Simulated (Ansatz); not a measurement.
Coupled-cluster diagnostics for Cd(OH)2 (CdO2H2), Ansatz.

Geometry of the singlet (PBE0-D4/def2-TZVP):

```csv
atom,x (Å),y (Å),z (Å)
Cd1,0.1666,-0.0524,-0.0025
O2,0.1351,-0.5413,1.8926
H3,-0.6585,-1.0247,2.1330
O4,0.3679,0.3825,-1.9004
H5,-0.0111,1.2359,-2.1227
```

In the def2 sets Cd takes a core potential; there is no spin–orbit coupling. Correlated methods freeze 2 core orbitals; core or outer-core shells of Cd are correlated, in sets that lack core-valence functions.

**Question.** Estimate the CCSD(T) correlation energy, the shares of MP2 and (T), T1 and the reference's ⟨S²⟩ for: charge 0, singlet, own geometry in def2-TZVPP; charge 1, doublet, vertical in def2-TZVPP; and the rough time on 4 threads of Arm Neoverse V1 on a shared host.

**Answer.** 
| state | basis | correlation (eV) | MP2 share (%) | (T) share (%) | T1 | ⟨S²⟩ (pure) | wall time |
| --- | --- | --- | --- | --- | --- | --- | --- |
| charge 0, singlet, own geometry | def2-TZVPP | -33.177 | 99.6 | 3.1 | 0.017 | 0.00 (0.00) | 28 s |
| charge 1, doublet, vertical | def2-TZVPP | -31.427 | 98.5 | 3.0 | 0.020 | 0.76 (0.75) | 2.7 min |
Customary marks for T1 are 0.02 (closed shells), 0.045 (open shells) and about 0.05 (3d metals). T1 exceeds 0.02 in 1 of 2 rows and 0.045 in 0; the higher it lies, the less the single-reference result can be trusted.
